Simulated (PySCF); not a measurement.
Delta-SCF ions had no search for a lower state. Excitations are Tamm–Dancoff values on a coarser integration grid. The basis has no diffuse functions, so Rydberg states are missing or too high.

Cartesian coordinates (Å):
SMILES: C#CCCC
```xyz
13

C      2.9963    -0.0840     0.4500
C      1.8897    -0.1396    -0.0113
C      0.5339    -0.1974    -0.5401
C     -0.5372     0.1692     0.4991
C     -1.9456     0.1007    -0.0804
H      3.9778    -0.0366     0.8524
H      0.3400    -1.2045    -0.9233
H      0.4539     0.4770    -1.3989
H     -0.3325     1.1736     0.8767
H     -0.4464    -0.5069     1.3522
H     -2.0611     0.7894    -0.9209
H     -2.1759    -0.9045    -0.4417
H     -2.6930     0.3636     0.6697
```
Charge 0, multiplicity 1.

### Question
What is the computed vertical ionisation energy (Delta-SCF), S1–T1 gap (TDA), S1 excitation (TDA), HOMO–LUMO gap, total energy, LUMO, HOMO and dipole moment (PBE-D3(BJ)/def2-TZVP // B3LYP-D3(BJ)/def2-TZVP (PySCF))?

### Answer

| Property | Value |
|---|---|
| vertical ionisation energy (Delta-SCF) | 9.80 eV |
| S1–T1 gap (TDA) | 1.08 eV |
| S1 excitation (TDA) | 6.57 eV |
| HOMO–LUMO gap | 6.52 eV |
| total energy | -5308.47 eV |
| LUMO | 0.09 eV |
| HOMO | -6.43 eV |
| dipole moment | 0.93 D |
